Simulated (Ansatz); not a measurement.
A made-up structure of SiH3Se (charge -1), closed shell:

```
5
angstrom
Si 0.2696 -1.1339 0.2362
Se 1.1837 1.0979 0.0636
H -0.9542 -0.7689 1.0895
H 2.4321 1.8758 0.4049
H 0.0152 1.9222 -0.3049
```

It is relaxed with PBE-D4/def2-SVPD and then PBE0-D4/def2-TZVPD (Ansatz 0.2.0). Atoms count as bonded within 1.22 times the sum of their covalent radii (H–H: 0.88 Å). The end point is not checked to be a true minimum.

**Question.** Does its bonding change? (Judge from chemistry; the calculation decides.)

**Answer.** Computed: No: no bond forms or breaks.

Where it ends: The first stage lowers the energy by 1.15 eV in 8 steps. It ends as SiH₃Se ([SiH][SeH2]), total charge -1:
```tsv
atom	x (Å)	y (Å)	z (Å)
Si1	0.2002	-1.1329	0.1429
Se2	1.1699	0.9039	-0.3456
H3	-0.5972	-0.6439	1.3730
H4	1.8863	1.6981	0.7701
H5	0.2870	2.1679	-0.4511
```

Labels in which every atom is bracketed show which atoms are joined, not bond orders.

For scale, one of the runs: PBE0-D4/def2-TZVPD relaxation, 127 basis functions, launched by `ansatz run in.yaml --threads 2 --pin off --events-out ev --progress --plain --max-ram 4352MiB`. The run took about 25 s on 2 CPU threads of an Arm Neoverse V1 (shared host).
